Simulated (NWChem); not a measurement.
System: C$_{4}$H$_{6}$S; SMILES C#C[C@H](C)S

The following NWChem deck was run.

```
start job
memory heap 200 mb stack 900 mb global 1100 mb
geometry units angstroms
  C      2.021943    -1.104972     0.769324
  C      0.912282    -0.672909     0.649937
  C     -0.419042    -0.146582     0.463399
  C     -1.364625    -1.204179    -0.090231
  S     -0.299677     1.298312    -0.703130
  H      2.989627    -1.489374     0.894201
  H     -0.788150     0.258855     1.410928
  H     -1.011507    -1.551060    -1.058961
  H     -2.367957    -0.798378    -0.206061
  H     -1.405289    -2.053167     0.590311
  H     -1.593415     1.611857    -0.620897
end
basis spherical
  * library def2-svp
end
dft
  xc xpbe96 cpbe96
  disp vdw 4
  iterations 150
end
driver
  maxiter 120
end
task dft optimize
task dft freq
```

The level has its own optimisation; frequencies are unscaled. Brackets give each atom's bonded neighbours.

Give the results of this calculation. (PBE-D3(BJ)/def2-SVP.) Quantities: r C–C [C(CC)–C(CH)] (Å); r C–H [C(CH)–H(C)] (Å); r C–C [C(CC)–C(CCHS)] (Å); r C–C [C(CCHS)–C(CHHH)] (Å); highest harmonic frequency (cm⁻¹); lowest (cm⁻¹); zero-point energy (kcal/mol); dipole (D).


- r C–C [C(CC)–C(CH)] (Å): 1.222
- r C–H [C(CH)–H(C)] (Å): 1.081
- r C–C [C(CC)–C(CCHS)] (Å): 1.459
- r C–C [C(CCHS)–C(CHHH)] (Å): 1.535
- highest harmonic frequency (cm⁻¹): 3409
- lowest (cm⁻¹): 149
- zero-point energy (kcal/mol): 51.1
- dipole (D): 1.59
